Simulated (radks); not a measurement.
Q: Radial electron density D(r) = 4 pi r^2 rho(r) of an atom or ion with 63 electrons. All-electron calculation, scalar-relativistic Kohn-Sham, PBE, spin-polarised, spherical densities, finite nucleus; Fermi nuclear charge, rms radius of each element as measured or else 0.836 A^(1/3) + 0.57 fm. Program: a radial shooting solver on a logarithmic mesh with Libxc functionals.

r (bohr),D(r) (e/bohr),spin D(r)
0.002957,24.19,-0.0000138
0.003415,29.30,0.0000355
0.003976,35.50,0.000136
0.004629,42.49,0.000319
0.005388,50.15,0.000642
0.006273,58.24,0.00119
0.007303,66.39,0.00210
0.008434,73.69,0.00348
0.009818,80.38,0.00577
0.01143,85.37,0.00931
0.01331,88.11,0.0146
0.01549,88.33,0.0224
0.01803,86.24,0.0334
0.02099,82.75,0.0480
0.02425,79.57,0.0654
0.02823,78.22,0.0865
0.03286,80.69,0.108
0.03825,87.79,0.125
0.04453,98.46,0.132
0.05184,109.6,0.121
0.05987,116.7,0.0920
0.0697,117.2,0.0479
0.08115,109.8,0.00953
0.09447,98.50,0.0103
0.11,90.06,0.0861
0.128,89.91,0.257
0.1479,96.83,0.498
0.1721,104.2,0.814
0.2004,102.0,1.20
0.2333,86.62,1.76
0.2716,64.96,2.64
0.3162,49.17,3.92
0.3651,45.97,5.31
0.4251,51.12,6.51
0.4948,54.86,6.97
0.5761,50.43,6.61
0.6707,39.32,5.86
0.7807,27.43,5.23
0.9089,18.88,4.88
1.05,14.08,4.60
1.222,10.69,3.98
1.423,7.592,2.95
1.656,4.663,1.83
1.928,2.494,1.05
2.245,1.386,0.790
2.592,1.072,0.862
3.018,1.003,0.949
3.513,0.8201,0.810
4.09,0.5031,0.502
4.761,0.2261,0.226
5.543,0.07334,0.0733
6.401,0.01782,0.0178
7.452,0.002612,0.00261
8.675,0.0002346,0.000235

What is the nuclear charge?

A: Z = 66. The innermost maximum, from 1s, lies near gamma/Z bohr with gamma = sqrt(1 - (Z/c)^2) = 0.876, here 0.0133 bohr (found: 0.0145), and its height grows with Z. The density is that of the dysprosium ion Dy3+ in [Kr] 4d10 4f9 5s2 5p4 6p2; the configuration itself is not fixed sharply by these data, and Z only to a few units. D(r) has 4 maxima, at r = 0.0145, 0.0654, 0.182, 0.495 bohr, and minima at 0.0278, 0.119, 0.354 bohr, inside which lie 1.92, 11.15, 29.46 electrons.
